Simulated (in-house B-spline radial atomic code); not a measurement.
**PBE hybrid excitations of Xe8+**

Method: PBE hybrid with 1 exact exchange. Computed with an all-electron radial atomic-structure program (B-spline basis): linear response of the closed shell [Kr] 4d10 with the functional's adiabatic kernel; scalar-relativistic (spin-free one-electron X2C), finite nucleus, no spin-orbit coupling, no double excitations, S, P, D and F terms only; shells from n = 2 respond. Only terms of natural parity with L up to 3 were computed.

Command:
```bash
python run_td.py task.json out
```
Settings (radii: box in bohr, nucleus in fm):
```
Z                        54
electrons                46
configuration            [Kr] 4d10
hamiltonian              x2c
method                   pbeh
box_radius               11.59
exact_exchange_fraction  1
rms_radius               4.7859
intervals                69
```

Time taken, with all properties: 1.9 s on 1 thread of AMD EPYC 9R45 96-Core Processor (Zen 5), on a shared host.

The lowest states, in the order of their Tamm-Dancoff energies; the method's threshold (minus the highest occupied level) is 182.38 eV. Labels give the largest channel, * marks a mixed state, and oscillator strengths are full-response dipole values. Semilocal kernels can invert the small singlet-triplet splittings of Rydberg terms. Energies in eV:

```json
{"state": "4d → 5s 3D", "full response": "59.01", "Tamm-Dancoff": "59.04", "oscillator strength": "-"}
{"state": "4d → 5s 1D", "full response": "60.03", "Tamm-Dancoff": "60.04", "oscillator strength": "-"}
{"state": "4d → 5p 3P", "full response": "75.00", "Tamm-Dancoff": "75.04", "oscillator strength": "-"}
{"state": "4d → 5p 3F", "full response": "76.01", "Tamm-Dancoff": "76.04", "oscillator strength": "-"}
{"state": "4d → 5p 1F", "full response": "76.66", "Tamm-Dancoff": "76.67", "oscillator strength": "-"}
{"state": "4d → 5p 1P", "full response": "77.34", "Tamm-Dancoff": "77.42", "oscillator strength": "1.08"}
{"state": "4d → 4f 3P", "full response": "83.14", "Tamm-Dancoff": "83.19", "oscillator strength": "-"}
{"state": "4d → 4f 3F", "full response": "86.92", "Tamm-Dancoff": "87.02", "oscillator strength": "-"}
{"state": "4d → 4f 1F", "full response": "90.35", "Tamm-Dancoff": "90.41", "oscillator strength": "-"}
{"state": "4d → 5d 3S", "full response": "98.91", "Tamm-Dancoff": "98.97", "oscillator strength": "-"}
{"state": "4d → 5d 3D", "full response": "101.19", "Tamm-Dancoff": "101.21", "oscillator strength": "-"}
{"state": "4d → 5d 1D", "full response": "101.93", "Tamm-Dancoff": "101.95", "oscillator strength": "-"}
{"state": "4d → 4f 1P", "full response": "104.22", "Tamm-Dancoff": "106.68", "oscillator strength": "8.15"}
{"state": "4d → 5d 1S", "full response": "?", "Tamm-Dancoff": "?", "oscillator strength": "-"}
{"state": "4d → 6s 3D", "full response": "?", "Tamm-Dancoff": "?", "oscillator strength": "-"}
{"state": "4d → 6s 1D", "full response": "114.93", "Tamm-Dancoff": "114.93", "oscillator strength": "-"}
```

(1) Where does 4d → 6s 3D lie?

(2) Where does 4d → 5d 1S lie?

(3) How large is the singlet-triplet splitting of 4d → 5s (D terms) in Tamm-Dancoff?

(4) What polarisabilities and dispersion coefficient does the method give?

Results:

(1) At 114.65 eV in full response, 114.66 eV in Tamm-Dancoff.

(2) At 106.86 eV in full response, 107.47 eV in Tamm-Dancoff.

(3) 1 eV, from the unrounded values.

(4) Dipole 0.8278 bohr³, quadrupole 0.8319 bohr⁵, C6 2.067 hartree·bohr⁶ for two such species.
